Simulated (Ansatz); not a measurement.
Ansatz (a first-principles code) input (HF/3-21G): The .json file is the Basis Set Exchange's 3-21G.

Ansatz 0.2 input:
```yaml
crystal:
  periodic: [false, false, false]
  atoms:
    - {symbol: C, position_ang: [1.88515262, -0.86043192, 0.18839815]}
    - {symbol: Si, position_ang: [0.15099112, -0.26611075, -0.47897476]}
    - {symbol: C, position_ang: [-1.00839509, -1.82457290, -0.28824171]}
    - {symbol: Si, position_ang: [-0.55500764, 1.87500846, 0.51613872]}
    - {symbol: H, position_ang: [1.83418455, -1.02004994, 1.26257670]}
    - {symbol: H, position_ang: [2.20233910, -1.78780572, -0.28339422]}
    - {symbol: H, position_ang: [2.63544644, -0.09833045, -0.00160168]}
    - {symbol: H, position_ang: [0.36340806, -0.17453872, -1.98265874]}
    - {symbol: H, position_ang: [-1.97503177, -1.62562333, -0.74240736]}
    - {symbol: H, position_ang: [-0.57774366, -2.70717774, -0.75756982]}
    - {symbol: H, position_ang: [-1.17168841, -2.03558610, 0.76530363]}
    - {symbol: H, position_ang: [-0.92168130, 1.23000909, 1.88118381]}
    - {symbol: H, position_ang: [-1.99354715, 1.80456368, -0.06266636]}
basis:
  gaussian:
    orbitals: 3-21G.json
hamiltonian:
  xc: {name: HF}
total_charge: -1
phonons: {temperatures: {t_min: 298.15, t_max: 298.15, t_step: 100}}
```

Output:

```
Functional definition: HF
integrals: 0.02 GiB planned
778 factors; integrals over basis functions are off by at most 5.4e-4 eV
mean field: 0.13 GiB planned
mean field evaluation 1: about -17830.9985 eV, gradient 1.9e1 eV
mean field evaluation 2: about -17830.9946 eV, gradient 1.9e1 eV
mean field evaluation 4: about -17832.4581 eV, gradient 1.2e0 eV
mean field evaluation 8: about -17832.4669 eV, gradient 9.8e-3 eV
mean field -17832.46686807 eV, -655.3310701212 hartree, gradient 3.0e-5 eV, S^2 0.000000; 0 other end points of the search recorded, 0 dependent functions left out
the calculation of the forces begins
reference -17832.46686807 eV, -655.3310701212 hartree; 25, 25 occupied and 37, 37 virtual orbitals, 778 factors
these checks for a lower state are left out or cut short: stability, starts, cluster_reference, orbital_swaps, neighbouring_geometries, increment
integrals: 0.02 GiB planned
778 factors; integrals over basis functions are off by at most 5.4e-4 eV
mean field: 0.13 GiB planned
mean field evaluation 16: about -17832.4667 eV, gradient 7.6e-7 eV
mean field -17832.46673659 eV, -655.3310652897 hartree, gradient 8.3e-7 eV, S^2 0.000000; 0 other end points of the search recorded, 0 dependent functions left out
the calculation of the forces begins
reference -17832.46673659 eV, -655.3310652897 hartree; 25, 25 occupied and 37, 37 virtual orbitals, 778 factors
these checks for a lower state are left out or cut short: stability, starts, cluster_reference, orbital_swaps, neighbouring_geometries, increment
integrals: 0.02 GiB planned
778 factors; integrals over basis functions are off by at most 5.4e-4 eV
mean field: 0.13 GiB planned
mean field -17832.46673884 eV, -655.3310653724 hartree, gradient 8.3e-7 eV, S^2 0.000000; 0 other end points of the search recorded, 0 dependent functions left out
the calculation of the forces begins
reference -17832.46673884 eV, -655.3310653724 hartree; 25, 25 occupied and 37, 37 virtual orbitals, 778 factors
these checks for a lower state are left out or cut short: stability, starts, cluster_reference, orbital_swaps, neighbouring_geometries, increment
integrals: 0.02 GiB planned
778 factors; integrals over basis functions are off by at most 5.4e-4 eV
mean field: 0.13 GiB planned
mean field -17832.46669778 eV, -655.3310638634 hartree, gradient 8.3e-7 eV, S^2 0.000000; 0 other end points of the search recorded, 0 dependent functions left out
the calculation of the forces begins
reference -17832.46669778 eV, -655.3310638634 hartree; 25, 25 occupied and 37, 37 virtual orbitals, 778 factors
these checks for a lower state are left out or cut short: stability, starts, cluster_reference, orbital_swaps, neighbouring_geometries, increment
integrals: 0.02 GiB planned
778 factors; integrals over basis functions are off by at most 5.4e-4 eV
mean field: 0.13 GiB planned
mean field evaluation 32: about -17832.4717 eV, gradient 1.7e-1 eV
mean field -17832.46670070 eV, -655.3310639705 hartree, gradient 8.3e-7 eV, S^2 0.000000; 0 other end points of the search recorded, 0 dependent functions left out
the calculation of the forces begins
reference -17832.46670070 eV, -655.3310639705 hartree; 25, 25 occupied and 37, 37 virtual orbitals, 778 factors
these checks for a lower state are left out or cut short: stability, starts, cluster_reference, orbital_swaps, neighbouring_geometries, increment
integrals: 0.02 GiB planned
778 factors; integrals over basis functions are off by at most 5.4e-4 eV
mean field: 0.13 GiB planned
mean field -17832.46670178 eV, -655.3310640105 hartree, gradient 8.3e-7 eV, S^2 0.000000; 0 other end points of the search recorded, 0 dependent functions left out
the calculation of the forces begins
reference -17832.46670178 eV, -655.3310640105 hartree; 25, 25 occupied and 37, 37 virtual orbitals, 778 factors
these checks for a lower state are left out or cut short: stability, starts, cluster_reference, orbital_swaps, neighbouring_geometries, increment
integrals: 0.02 GiB planned
778 factors; integrals over basis functions are off by at most 5.4e-4 eV
mean field: 0.13 GiB planned
mean field -17832.46670434 eV, -655.3310641046 hartree, gradient 8.3e-7 eV, S^2 0.000000; 0 other end points of the search recorded, 0 dependent functions left out
the calculation of the forces begins
reference -17832.46670434 eV, -655.3310641046 hartree; 25, 25 occupied and 37, 37 virtual orbitals, 778 factors
these checks for a lower state are left out or cut short: stability, starts, cluster_reference, orbital_swaps, neighbouring_geometries, increment
integrals: 0.02 GiB planned
778 factors; integrals over basis functions are off by at most 5.4e-4 eV
mean field: 0.13 GiB planned
mean field -17832.46678428 eV, -655.3310670420 hartree, gradient 8.3e-7 eV, S^2 0.000000; 0 other end points of the search recorded, 0 dependent functions left out
[...]
778 factors; integrals over basis functions are off by at most 5.4e-4 eV
mean field: 0.13 GiB planned
mean field -17832.46685931 eV, -655.3310697997 hartree, gradient 1.2e-6 eV, S^2 0.000000; 0 other end points of the search recorded, 0 dependent functions left out
the calculation of the forces begins
reference -17832.46685931 eV, -655.3310697997 hartree; 25, 25 occupied and 37, 37 virtual orbitals, 778 factors
these checks for a lower state are left out or cut short: stability, starts, cluster_reference, orbital_swaps, neighbouring_geometries, increment
integrals: 0.02 GiB planned
778 factors; integrals over basis functions are off by at most 5.4e-4 eV
mean field: 0.13 GiB planned
mean field -17832.46686072 eV, -655.3310698511 hartree, gradient 1.1e-6 eV, S^2 0.000000; 0 other end points of the search recorded, 0 dependent functions left out
the calculation of the forces begins
reference -17832.46686072 eV, -655.3310698511 hartree; 25, 25 occupied and 37, 37 virtual orbitals, 778 factors
these checks for a lower state are left out or cut short: stability, starts, cluster_reference, orbital_swaps, neighbouring_geometries, increment
integrals: 0.02 GiB planned
778 factors; integrals over basis functions are off by at most 5.4e-4 eV
mean field: 0.13 GiB planned
mean field -17832.46685708 eV, -655.3310697177 hartree, gradient 1.5e-6 eV, S^2 0.000000; 0 other end points of the search recorded, 0 dependent functions left out
the calculation of the forces begins
reference -17832.46685708 eV, -655.3310697177 hartree; 25, 25 occupied and 37, 37 virtual orbitals, 778 factors
these checks for a lower state are left out or cut short: stability, starts, cluster_reference, orbital_swaps, neighbouring_geometries, increment
integrals: 0.02 GiB planned
778 factors; integrals over basis functions are off by at most 5.4e-4 eV
mean field: 0.13 GiB planned
mean field -17832.46685825 eV, -655.3310697605 hartree, gradient 1.2e-6 eV, S^2 0.000000; 0 other end points of the search recorded, 0 dependent functions left out
the calculation of the forces begins
reference -17832.46685825 eV, -655.3310697605 hartree; 25, 25 occupied and 37, 37 virtual orbitals, 778 factors
these checks for a lower state are left out or cut short: stability, starts, cluster_reference, orbital_swaps, neighbouring_geometries, increment
integrals: 0.02 GiB planned
778 factors; integrals over basis functions are off by at most 5.4e-4 eV
mean field: 0.13 GiB planned
mean field evaluation 480: about -17832.4668 eV, gradient 8.8e-5 eV
mean field -17832.46683074 eV, -655.3310687496 hartree, gradient 8.3e-7 eV, S^2 0.000000; 0 other end points of the search recorded, 0 dependent functions left out
the calculation of the forces begins
reference -17832.46683074 eV, -655.3310687496 hartree; 25, 25 occupied and 37, 37 virtual orbitals, 778 factors
these checks for a lower state are left out or cut short: stability, starts, cluster_reference, orbital_swaps, neighbouring_geometries, increment
integrals: 0.02 GiB planned
778 factors; integrals over basis functions are off by at most 5.4e-4 eV
mean field: 0.13 GiB planned
mean field -17832.46683544 eV, -655.3310689222 hartree, gradient 8.3e-7 eV, S^2 0.000000; 0 other end points of the search recorded, 0 dependent functions left out
the calculation of the forces begins
reference -17832.46683544 eV, -655.3310689222 hartree; 25, 25 occupied and 37, 37 virtual orbitals, 778 factors
these checks for a lower state are left out or cut short: stability, starts, cluster_reference, orbital_swaps, neighbouring_geometries, increment
integrals: 0.02 GiB planned
778 factors; integrals over basis functions are off by at most 5.4e-4 eV
mean field: 0.13 GiB planned
mean field -17832.46683076 eV, -655.3310687502 hartree, gradient 8.3e-7 eV, S^2 0.000000; 0 other end points of the search recorded, 0 dependent functions left out
the calculation of the forces begins
reference -17832.46683076 eV, -655.3310687502 hartree; 25, 25 occupied and 37, 37 virtual orbitals, 778 factors
these checks for a lower state are left out or cut short: stability, starts, cluster_reference, orbital_swaps, neighbouring_geometries, increment
integrals: 0.02 GiB planned
778 factors; integrals over basis functions are off by at most 5.4e-4 eV
mean field: 0.13 GiB planned
mean field -17832.46683096 eV, -655.3310687578 hartree, gradient 8.3e-7 eV, S^2 0.000000; 0 other end points of the search recorded, 0 dependent functions left out
the calculation of the forces begins
reference -17832.46683096 eV, -655.3310687578 hartree; 25, 25 occupied and 37, 37 virtual orbitals, 778 factors
these checks for a lower state are left out or cut short: stability, starts, cluster_reference, orbital_swaps, neighbouring_geometries, increment
integrals: 0.02 GiB planned
778 factors; integrals over basis functions are off by at most 5.4e-4 eV
mean field: 0.13 GiB planned
mean field -17832.46686221 eV, -655.3310699060 hartree, gradient 1.1e-6 eV, S^2 0.000000; 0 other end points of the search recorded, 0 dependent functions left out
the calculation of the forces begins
reference -17832.46686221 eV, -655.3310699060 hartree; 25, 25 occupied and 37, 37 virtual orbitals, 778 factors
these checks for a lower state are left out or cut short: stability, starts, cluster_reference, orbital_swaps, neighbouring_geometries, increment
integrals: 0.02 GiB planned
778 factors; integrals over basis functions are off by at most 5.4e-4 eV
mean field: 0.13 GiB planned
mean field evaluation 512: about -17832.4669 eV, gradient 6.1e-6 eV
mean field -17832.46686447 eV, -655.3310699893 hartree, gradient 1.0e-6 eV, S^2 0.000000; 0 other end points of the search recorded, 0 dependent functions left out
the calculation of the forces begins
reference -17832.46686447 eV, -655.3310699893 hartree; 25, 25 occupied and 37, 37 virtual orbitals, 778 factors
these checks for a lower state are left out or cut short: stability, starts, cluster_reference, orbital_swaps, neighbouring_geometries, increment
integrals: 0.02 GiB planned
778 factors; integrals over basis functions are off by at most 5.4e-4 eV
mean field: 0.13 GiB planned
mean field -17832.46685640 eV, -655.3310696924 hartree, gradient 1.2e-6 eV, S^2 0.000000; 0 other end points of the search recorded, 0 dependent functions left out
the calculation of the forces begins
reference -17832.46685640 eV, -655.3310696924 hartree; 25, 25 occupied and 37, 37 virtual orbitals, 778 factors
these checks for a lower state are left out or cut short: stability, starts, cluster_reference, orbital_swaps, neighbouring_geometries, increment
integrals: 0.02 GiB planned
778 factors; integrals over basis functions are off by at most 5.4e-4 eV
mean field: 0.13 GiB planned
mean field -17832.46685611 eV, -655.3310696818 hartree, gradient 1.1e-6 eV, S^2 0.000000; 0 other end points of the search recorded, 0 dependent functions left out
the calculation of the forces begins
reference -17832.46685611 eV, -655.3310696818 hartree; 25, 25 occupied and 37, 37 virtual orbitals, 778 factors
Total energy: -17832.46686807 eV, -655.3310701212 hartree
Atom 0 at     1.885153    -0.860432     0.188398 Å, force    -0.000468    -0.000652    -0.000261 eV/Å
Atom 1 at     0.150991    -0.266111    -0.478975 Å, force    -0.000485     0.001034    -0.001185 eV/Å
Atom 2 at    -1.008395    -1.824573    -0.288242 Å, force     0.000106    -0.000364     0.000224 eV/Å
Atom 3 at    -0.555008     1.875008     0.516139 Å, force     0.000014     0.000187    -0.000343 eV/Å
Atom 4 at     1.834185    -1.020050     1.262577 Å, force     0.000120    -0.000838    -0.000065 eV/Å
Atom 5 at     2.202339    -1.787806    -0.283394 Å, force     0.000266     0.000666     0.000325 eV/Å
Atom 6 at     2.635446    -0.098330    -0.001602 Å, force     0.000774    -0.000461    -0.000033 eV/Å
Atom 7 at     0.363408    -0.174539    -1.982659 Å, force    -0.000189     0.000519     0.001805 eV/Å
Atom 8 at    -1.975032    -1.625623    -0.742407 Å, force     0.000120    -0.000458     0.000226 eV/Å
Atom 9 at    -0.577744    -2.707178    -0.757570 Å, force    -0.000437     0.000937     0.000161 eV/Å
Atom 10 at    -1.171688    -2.035586     0.765304 Å, force     0.000458     0.000121     0.000070 eV/Å
Atom 11 at    -0.921681     1.230009     1.881184 Å, force    -0.000285    -0.000236    -0.000978 eV/Å
Atom 12 at    -1.993547     1.804564    -0.062666 Å, force     0.000006    -0.000455     0.000056 eV/Å
Dipole moment:     0.318805    -1.221471    -0.185385 e Å
Vibrations: 105.85 134.25 147.66 155.96 175.26 217.92 328.21 612.50 648.88 653.26 686.98 711.12 805.37 862.46 965.68 986.28 992.52 1050.72 1423.83 1431.35 1636.27 1639.24 1643.82 1647.46 1931.44 1955.90 2080.87 3156.77 3161.41 3221.62 3224.82 3236.82 3238.28 cm⁻¹, zero-point energy 2.781634 eV
```

The blocks after the first are displaced geometries, from whose forces the wavenumbers follow.

The dipole moment of an ion depends on the origin.
